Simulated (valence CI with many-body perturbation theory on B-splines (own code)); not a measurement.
# La XXVII: key properties

Computed by relativistic CI+MBPT: three valence electrons over a frozen Dirac-Fock core [Ar] 3d10, a basis of 9 s, 9 p, 8 d, 6 f, 3 g, 1 h functions for each j, with the one-electron correlation potential Σ1 (screened to all orders), the two-electron term Σ2, the three-electron term Σ3, Breit, model QED; selected single and double excitations, second order for the rest, scaled by the run's own slope (own B-spline code, finite nucleus).

No measured spectrum was set against this ion. As an estimate, large intervals hold to a few tenths of a per cent, small ones and those within an open d or f shell to about a per cent.

Levels are named by their leading jj configuration (3d3/2^4 stands for four electrons in 3d with j = 3/2), which in mixed levels can hold well under half, so a name can repeat and another be missing.

Rates and lifetimes use the calculated energies. Strong lines usually hold to 10 to 20 %, long lifetimes can be off by a factor of two.

Task: What is the ground level?

Result: (4s^2 4p1/2) J=1/2, composition 99 % 4s²4p ²P°, g = 0.663.

Task: Name the longest-lived excited levels whose lifetime is computed, and their main decay.

Result: (4s 4p3/2 4d5/2) J=9/2 at 1579900 cm⁻¹ lives 23.1 μs, mostly by M1 to (4s 4p1/2 4d5/2) J=7/2; (4s^2 4p3/2) J=3/2 at 190080 cm⁻¹ lives 16.0 μs, mostly by M1 to (4s^2 4p1/2) J=1/2.

Task: How well does LS coupling describe the low levels?

Result: Among the lowest 20 levels the leading LS term, summed over configurations, holds 78 % on average. For single configurations the figures are 75 % in LS and 89 % in jj coupling. Terms mix most in the J = 3/2 level at 1164400 cm⁻¹, where the leading one holds 41 %.

Task: What are the static dipole polarisabilities of the lowest levels?

Result: (4s^2 4p1/2) J=1/2 0.138; (4s^2 4p3/2) J=3/2 0.148 (tensor 0.013) bohr³, of which the core gives 0.00853.

Task: What is the ionisation energy?

Result: 906.68 eV; NIST lists 906 ± 4 eV (theoretical).
